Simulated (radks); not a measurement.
Results of a calculation; reference values are marked as such.
Zn2+, configuration [Ar] 3d10.

Code: a radial shooting solver on a logarithmic mesh with Libxc functionals. Model: non-relativistic Kohn-Sham, r2SCAN, spin-polarised, spherical densities, point nucleus; meta-GGA in the generalised Kohn-Sham scheme.

Energy parts (hartree):
total: -1778.41567
kinetic: 1777.21194
electron-nucleus: -4238.04049
Hartree: 753.10928
exchange-correlation: -70.69640

Orbitals (lengths in bohr, moments of r in powers of bohr; r(max) is where P^2 peaks):
| orbital | occ. | eigenvalue (hartree) | r(max) |
|---|---|---|---|
| 1s | 2 | -347.4186 | 0.03372 |
| 2s | 2 | -42.74262 | 0.1923 |
| 2p | 6 | -37.69103 | 0.1535 |
| 3s | 2 | -5.50604 | 0.5966 |
| 3p | 6 | -3.88031 | 0.5969 |
| 3d | 10 | -1.14945 | 0.5689 |

The highest occupied level is 3d at -31.278 eV. Virial ratio -V/T = 2.00068. The density falls to 0.001 e/bohr^3 at r = 2.85 bohr.
